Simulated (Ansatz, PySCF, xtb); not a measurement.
Lewis adduct: GaH3 (SMILES [GaH3]) (first 4 atoms) with H2O (SMILES O); geometry from B3LYP-D3(BJ)/def2-TZVP, rigid monomers moved along the line of their centres of mass till Ga1···O5 is 2.56 Å.
(charge 0, multiplicity 1):
```xyz
7

Ga     0.39670    -0.37608     0.68516
H      1.88290    -0.09762     1.12265
H     -0.22924    -1.81110     0.85260
H     -0.28719     0.62613    -0.33038
O     -0.68772     0.61568     2.78117
H     -1.64945     0.54333     2.74266
H     -0.48297     1.55456     2.87195
```

Monomers are frozen at their geometry in the pair; levels with a basis set take the counterpoise correction. Rows marked so take none.

Rows in 3-21G, 6-31G* carry no dispersion term and start afresh at each structure (6-31G* with six Cartesian d functions); the Pople sets are all-electron and without relativity.

Programs: Ansatz (a quantum-chemistry and plane-wave program); PySCF for 3-21G rows, 6-31G* rows, the dispersion terms; xtb for the GFN methods. Each number belongs to the level named beside it.

Task: One of these levels gives -18.05 kcal/mol for the interaction energy. Name it.
A. GFN1-xTB
B. PBE-D3(BJ)/def2-TZVPPD
C. HF/6-31G* (no counterpoise)
D. B3LYP/3-21G (no counterpoise)

Result: A, GFN1-xTB. The others give -13.60 (HF/6-31G* (no counterpoise)), -12.12 (PBE-D3(BJ)/def2-TZVPPD), -26.90 (B3LYP/3-21G (no counterpoise))
